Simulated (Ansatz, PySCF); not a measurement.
The Ansatz (an electronic-structure program) input:
Ansatz 0.2 input:
```yaml
crystal:
  periodic: [false, false, false]
  atoms:
    - {symbol: Al, position_ang: [0.00000000, 0.00000000, 0.00000000]}
basis:
  gaussian:
    orbitals: cc-pVDZ
hamiltonian:
  xc: pbe0
total_charge: 1
accuracy: high
```

Give the equivalent PySCF input.

Several could match; the one computed here: 
```python
from pyscf import gto, scf, dft

mol = gto.M(
    atom='''
Al    0.000000    0.000000    0.000000
''',
    basis='cc-pvdz',
    charge=1,
    spin=0,
    verbose=4,
)

mf = dft.RKS(mol)
mf.xc = 'pbe0'
mf.grids.atom_grid = (99, 590)
mf.grids.prune = None
mf.kernel()
```

Both were run: Ansatz gave -242.022248 Eh and PySCF -242.022248 Eh, 0.000 mEh apart.
